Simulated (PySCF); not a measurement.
Geometry (Å), atoms numbered from 1 in this order:
```xyz
12

B    -0.091   -0.175    0.007
C     1.493   -0.199   -0.007
H     1.933   -1.208   -0.048
H     1.885    0.299    0.897
H     1.886    0.378   -0.860
C    -0.872    1.202   -0.028
H    -1.969    1.103   -0.008
H    -0.601    1.773   -0.932
H    -0.575    1.836    0.825
N    -0.804   -1.380    0.055
H    -0.357   -2.287    0.076
H    -1.814   -1.423    0.074
```

[PySCF 2.14: NMR shieldings at B3LYP/pcSseg-1/GIAO; geometry from PBE0-D3(BJ)/def2-SVP; non-relativistic Hamiltonian; one conformer; no solvent; rapidly exchanging positions averaged]

Referencing at the same level of theory: 13C (179.24 ppm) and 1H (31.38 ppm) vs TMS; 11B (97.83 ppm) vs BF3·OEt2; NH3 for 15N (263.54 ppm).

```
            atoms  nucleus  count  δ (ppm)
            C2/C6      13C      2      5.9
               B1      11B      1     45.9
              N10      15N      1    110.5
H3/H4/H5/H7/H8/H9       1H      6        ?
          H11/H12       1H      2        ?
```

Fill in the missing shifts.

Results:


- H11/H12: 3.46 ppm, hydrogen on a nitrogen bonded to B
- H3/H4/H5/H7/H8/H9: 0.25 ppm, hydrogen on a carbon bonded to B

The OH or NH signal is concentration- and solvent-dependent in practice; the value given is the gas-phase one. A carbon bonded to boron is broadened by the quadrupolar boron nucleus and is often missing from a measured spectrum. Shifts are as computed. Against solution values, carbons near 30 ppm lie about +2 ppm off and those near 130 ppm about +6 ppm. Of 1211 compounds with measured shifts, 218 miss one by over three times the rms of a fit or turn the order of signals round; such compounds aren't used in these exercises. Experimental scales use liquid or dissolved standards, which lie at an offset from isolated NH3 (liquid NH3: subtract about 20 ppm).
